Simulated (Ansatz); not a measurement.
Ansatz (an electronic-structure program) job for C2H4F, SMILES C[CH]F, multiplicity 2, B3LYP-D3(BJ)/def2-TZVP. 

Ansatz 0.2 input:
```yaml
crystal:
  periodic: [false, false, false]
  atoms:
    - {symbol: C, position_ang: [-1.16276419, 0.18067403, -0.28446364]}
    - {symbol: C, position_ang: [0.28763197, 0.39459073, -0.17262113]}
    - {symbol: F, position_ang: [1.01206946, -0.57476637, 0.42387566]}
    - {symbol: H, position_ang: [-1.58798917, 0.90492515, -0.97373741]}
    - {symbol: H, position_ang: [-1.67158254, 0.28979550, 0.68305208]}
    - {symbol: H, position_ang: [-1.36697248, -0.82923937, -0.64015723]}
    - {symbol: H, position_ang: [0.76871239, 1.35582745, -0.14152980]}
basis:
  gaussian:
    orbitals: def2-TZVP
hamiltonian:
  xc: b3lyp
  dispersion: d3bj
magnetization: {spin_polarized: true, initial_magnetization: 1}
relax: {f_tol: 0.002, max_steps: 200}
```

Log of the run:

```
WARN ansatz: RAYON_NUM_THREADS=1 ignored (pool sized by the plan → 1); use --threads N
Functional definition: B3LYP
integrals: 0.03 GiB planned
692 factors; their error is unknown
mean field: 0.39 GiB planned
mean field evaluation 1: about -4851.2968 eV, gradient 3.5e1 eV
mean field evaluation 2: about -4849.9474 eV, gradient 3.7e1 eV
mean field evaluation 4: about -4856.5617 eV, gradient 2.2e0 eV
mean field evaluation 8: about -4856.5712 eV, gradient 4.7e-2 eV
mean field evaluation 16: about -4856.5712 eV, gradient 8.3e-6 eV
mean field -4856.57123109 eV, -178.4757008405 hartree, gradient 8.3e-6 eV, S^2 0.753771; 0 other end points of the search recorded, 0 dependent functions left out
the calculation of the forces begins
reference -4856.57144013 eV, -178.4757085222 hartree; 13, 12 occupied and 104, 105 virtual orbitals, 692 factors
relax step   1: F+E_penalty+E_count = -4856.70497681 eV  Δ(F+E_penalty+E_count) = +0.000e0 eV  max|allowed force component| = 2.482e-1 eV/Å  Δτ_max = 0.0000 Å  (29 SCF iters, accepted)
these checks for a lower state are left out or cut short: starts, cluster_reference, orbital_swaps, neighbouring_geometries, increment
integrals: 0.03 GiB planned
692 factors; their error is unknown
mean field: 0.39 GiB planned
mean field -4856.57939052 eV, -178.4760006939 hartree, gradient 1.7e-5 eV, S^2 0.753626; 0 other end points of the search recorded, 0 dependent functions left out
the calculation of the forces begins
reference -4856.57959988 eV, -178.4760083878 hartree; 13, 12 occupied and 104, 105 virtual orbitals, 692 factors
relax step   2: F+E_penalty+E_count = -4856.71312657 eV  Δ(F+E_penalty+E_count) = -8.150e-3 eV  max|allowed force component| = 7.906e-2 eV/Å  Δτ_max = 0.0252 Å  (31 SCF iters, accepted)
these checks for a lower state are left out or cut short: starts, cluster_reference, orbital_swaps, neighbouring_geometries, increment
integrals: 0.03 GiB planned
692 factors; their error is unknown
mean field: 0.39 GiB planned
mean field -4856.58085367 eV, -178.4760544635 hartree, gradient 1.3e-5 eV, S^2 0.753551; 0 other end points of the search recorded, 0 dependent functions left out
the calculation of the forces begins
reference -4856.58106328 eV, -178.4760621667 hartree; 13, 12 occupied and 104, 105 virtual orbitals, 692 factors
relax step   3: F+E_penalty+E_count = -4856.71460597 eV  Δ(F+E_penalty+E_count) = -1.479e-3 eV  max|allowed force component| = 3.911e-2 eV/Å  Δτ_max = 0.0263 Å  (31 SCF iters, accepted)
these checks for a lower state are left out or cut short: starts, cluster_reference, orbital_swaps, neighbouring_geometries, increment
integrals: 0.03 GiB planned
692 factors; their error is unknown
mean field: 0.39 GiB planned
mean field evaluation 32: about -4856.5832 eV, gradient 5.2e-1 eV
mean field -4856.58116811 eV, -178.4760660189 hartree, gradient 1.1e-5 eV, S^2 0.753562; 0 other end points of the search recorded, 0 dependent functions left out
the calculation of the forces begins
reference -4856.58137783 eV, -178.4760737261 hartree; 13, 12 occupied and 104, 105 virtual orbitals, 692 factors
relax step   4: F+E_penalty+E_count = -4856.71492143 eV  Δ(F+E_penalty+E_count) = -3.155e-4 eV  max|allowed force component| = 2.268e-2 eV/Å  Δτ_max = 0.0110 Å  (32 SCF iters, accepted)
these checks for a lower state are left out or cut short: starts, cluster_reference, orbital_swaps, neighbouring_geometries, increment
integrals: 0.03 GiB planned
692 factors; their error is unknown
mean field: 0.39 GiB planned
mean field -4856.58145237 eV, -178.4760764654 hartree, gradient 1.1e-5 eV, S^2 0.753579; 0 other end points of the search recorded, 0 dependent functions left out
the calculation of the forces begins
reference -4856.58166238 eV, -178.4760841831 hartree; 13, 12 occupied and 104, 105 virtual orbitals, 692 factors
relax step   5: F+E_penalty+E_count = -4856.71521266 eV  Δ(F+E_penalty+E_count) = -2.912e-4 eV  max|allowed force component| = 6.750e-3 eV/Å  Δτ_max = 0.0255 Å  (33 SCF iters, accepted)
these checks for a lower state are left out or cut short: starts, cluster_reference, orbital_swaps, neighbouring_geometries, increment
integrals: 0.03 GiB planned
692 factors; their error is unknown
mean field: 0.39 GiB planned
mean field -4856.58147410 eV, -178.4760772641 hartree, gradient 1.1e-5 eV, S^2 0.753589; 0 other end points of the search recorded, 0 dependent functions left out
the calculation of the forces begins
reference -4856.58168412 eV, -178.4760849822 hartree; 13, 12 occupied and 104, 105 virtual orbitals, 692 factors
relax step   6: F+E_penalty+E_count = -4856.71522165 eV  Δ(F+E_penalty+E_count) = -8.986e-6 eV  max|allowed force component| = 2.979e-3 eV/Å  Δτ_max = 0.0014 Å  (33 SCF iters, accepted)
these checks for a lower state are left out or cut short: starts, cluster_reference, orbital_swaps, neighbouring_geometries, increment
integrals: 0.03 GiB planned
692 factors; their error is unknown
mean field: 0.39 GiB planned
mean field -4856.58147186 eV, -178.4760771815 hartree, gradient 1.1e-5 eV, S^2 0.753586; 0 other end points of the search recorded, 0 dependent functions left out
the calculation of the forces begins
reference -4856.58168187 eV, -178.4760848996 hartree; 13, 12 occupied and 104, 105 virtual orbitals, 692 factors
relax step   7: F+E_penalty+E_count = -4856.71522349 eV  Δ(F+E_penalty+E_count) = -1.842e-6 eV  max|allowed force component| = 4.436e-4 eV/Å  Δτ_max = 0.0004 Å  (33 SCF iters, accepted)
integrals: 0.03 GiB planned
692 factors; their error is unknown
mean field: 0.39 GiB planned
mean field evaluation 64: about -4856.5815 eV, gradient 4.1e-3 eV
mean field -4856.58147186 eV, -178.4760771815 hartree, gradient 1.1e-5 eV, S^2 0.753586; 1 other end points of the search recorded, 0 dependent functions left out
the calculation of the forces begins
reference -4856.58168187 eV, -178.4760848996 hartree; 13, 12 occupied and 104, 105 virtual orbitals, 692 factors
Total energy: -4856.71543351 eV, -178.4810001815 hartree
Atom 0 at    -1.156316     0.173237    -0.287809 Å, force    -0.000444    -0.000031    -0.000009 eV/Å
Atom 1 at     0.301181     0.383115    -0.204053 Å, force     0.000079     0.000425    -0.000007 eV/Å
Atom 2 at     0.986142    -0.546490     0.502270 Å, force     0.000177    -0.000126     0.000070 eV/Å
Atom 3 at    -1.601482     0.925902    -0.939532 Å, force    -0.000078     0.000034    -0.000181 eV/Å
Atom 4 at    -1.640995     0.248133     0.696651 Å, force     0.000056    -0.000079     0.000057 eV/Å
Atom 5 at    -1.388867    -0.816675    -0.689234 Å, force     0.000095     0.000031     0.000048 eV/Å
Atom 6 at     0.779443     1.354585    -0.183874 Å, force     0.000115    -0.000253     0.000024 eV/Å
Dipole moment:    -0.251225     0.218422    -0.077659 e Å
```

Self-consistency was reached.
